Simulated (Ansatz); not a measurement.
```yaml
crystal:
  periodic: [false, false, false]
  atoms:
    - {symbol: N, position_ang: [-0.879237, 1.939558, 0.916089]}
    - {symbol: Al, position_ang: [0.207837, 0.989758, -0.101133]}
    - {symbol: Si, position_ang: [0.355058, -1.433837, 0.208565]}
    - {symbol: S, position_ang: [0.084153, -2.342831, -1.733807]}
    - {symbol: H, position_ang: [-1.449472, 1.565500, 1.657277]}
    - {symbol: H, position_ang: [-1.032791, 2.931465, 0.826376]}
    - {symbol: H, position_ang: [1.014314, 1.742797, -1.242005]}
    - {symbol: H, position_ang: [1.618100, -1.919009, 0.839367]}
    - {symbol: H, position_ang: [-0.764249, -2.005268, 1.008417]}
    - {symbol: H, position_ang: [0.929386, -1.519332, -2.376147]}
basis:
  gaussian: {orbitals: aug-cc-pVDZ}
hamiltonian: {xc: {name: CCSD(T)}}
output: {forces: true}
```

```sh
$ ansatz run in.yaml --threads 2 --pin off --events-out ev --progress --plain --max-ram 4352MiB
```

Output, abridged:

```
Error: YAML parse error: error: line 16 column 19: hamiltonian.xc: no functional is named "CCSD(T)"; the names, which are not case-sensitive, are SVWN5, SPW92, PBE, PBE0, PBEsol, revPBE, revPBE0, RPBE, rPW86-PBE, HSE06, wPBEh, LC-wPBE, HISS, HF, BLYP, B3LYP, B3LYP5, BHLYP, CAM-B3LYP, r2SCAN, r2SCANh, r2SCAN0, r2SCAN50, m-r2SCAN, B97, wB97, wB97X, wB97X-V, B97M-V, wB97M-V, B2PLYP, B2GP-PLYP, PBE0-DH, PBE-QIDH
14 | basis:
15 |   gaussian: {orbitals: aug-cc-pVDZ}
16 | hamiltonian: {xc: {name: CCSD(T)}}
17 | output: {forces: true}
```

Problem. Something in this input is off. What?

Solution. The method's name isn't one that the program takes here. The program refused the input.

HSE06 is defined as in plane-wave codes.
